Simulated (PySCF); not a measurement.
C₇H₅ (charge -1).
Z-matrix (Å and degrees, GFN2-xTB geometry), rows numbered from 1:
```
C 
C   1  1.2188
C   2  1.5075  1  172.22
C   3  1.4324  2  108.88  1   179.44
C   4  1.2152  3  171.44  2     2.21
C   5  1.3934  4  175.55  3  -157.44
C   6  1.3456  5  125.35  2    97.58
H   3  1.1039  2  109.74  1   -59.64
H   3  1.1042  2  109.45  1    58.98
H   6  1.0893  5  115.61  7   179.25
H   7  1.0780  6  121.58  5    -0.95
H   7  1.0795  6  121.69  5   179.57
```

Computed, not measured: TDDFT B3LYP/def2-SVPD, vertical, gas phase, core orbitals frozen in the response (PySCF).

Computed states:

| state | E (eV) | f |
| --- | --- | --- |
| S1 | 2.46 | 0.029 |
| S2 | 2.49 | 0.0001 |
| S3 | 2.67 | 0.075 |
| S4 | 3.62 | 0.0011 |
| S5 | 3.82 | 0.0014 |
| S6 | 3.88 | 0.0053 |
| S7 | 4.20 | 0.0002 |
| S8 | 4.30 | 0.0007 |

Broadening: Gaussians 0.4 eV wide at half height, area fixed by f = 4.319×10⁻⁹ ∫ε dν̃. The cross-section is σ = 3.8235×10⁻²¹ ε cm², given in Mb (10⁻¹⁸ cm²). The width is an assumption, not a result. The curve ends short of the highest state used, and states not computed would add to its high-energy end.

(1) Give the broadened spectrum and its maxima.

(2) On this curve, what absorbance would a 10⁻³ mol/L sample give at 365 nm over a 1 cm path?

(3) Does any computed singlet lie in the visible range?

(4) Coming from long wavelengths, where does ε first pass 100 L mol⁻¹ cm⁻¹?

Answers

(1) 
| λ (nm) | σ (Mb) |
| --- | --- |
| 335.0 | 1.32 |
| 346.5 | 0.69 |
| 357.9 | 0.29 |
| 369.3 | 0.11 |
| 380.8 | 0.08 |
| 392.2 | 0.30 |
| 403.6 | 1.16 |
| 415.1 | 3.39 |
| 426.5 | 7.44 |
| 437.9 | 12.90 |
| 449.4 | 18.39 |
| 460.8 | 22.19 |
| 472.2 | 23.44 |
| 483.7 | 22.24 |
| 495.1 | 19.40 |
| 506.5 | 15.82 |
| 518.0 | 12.17 |
| 529.4 | 8.94 |
| 540.8 | 6.28 |
| 552.3 | 4.22 |
| 563.7 | 2.73 |
| 575.1 | 1.71 |
| 586.6 | 1.03 |
| 598.0 | 0.60 |
| 609.4 | 0.34 |
| 620.9 | 0.19 |
| 632.3 | 0.10 |
| 643.7 | 0.05 |
| 655.1 | 0.03 |
| 666.6 | 0.01 |

Maxima: 472 nm (2.63 eV), ε about 6100, made up of S1 (20%) and S3 (80%) (ε in L mol⁻¹ cm⁻¹; maxima over ε = 5, shares over 10%). At its high-energy end, 3.70 eV, the curve is still rising (ε about 340, from S4, S5 and S6).

(2) 365 nm is 3.397 eV, where ε is about 42 L mol⁻¹ cm⁻¹, so A = ε c l ≈ 0.042 (Beer–Lambert, with the gas-phase spectrum and the assumed width).

(3) 3 computed singlets (S1 to S3) lie in the visible range (380 to 750 nm), the largest f among them at 465 nm, f = 0.075; light of that wavelength is blue, and its complementary colour is yellow; a Tamm–Dancoff triplet lies at 565 nm, without intensity as long as spin–orbit coupling is left out.

(4) At about 607 nm (2.04 eV), 0.42 eV below S1.

No detachment energy is given for this anion; states above it aren't bound, and a finite basis only mimics them.
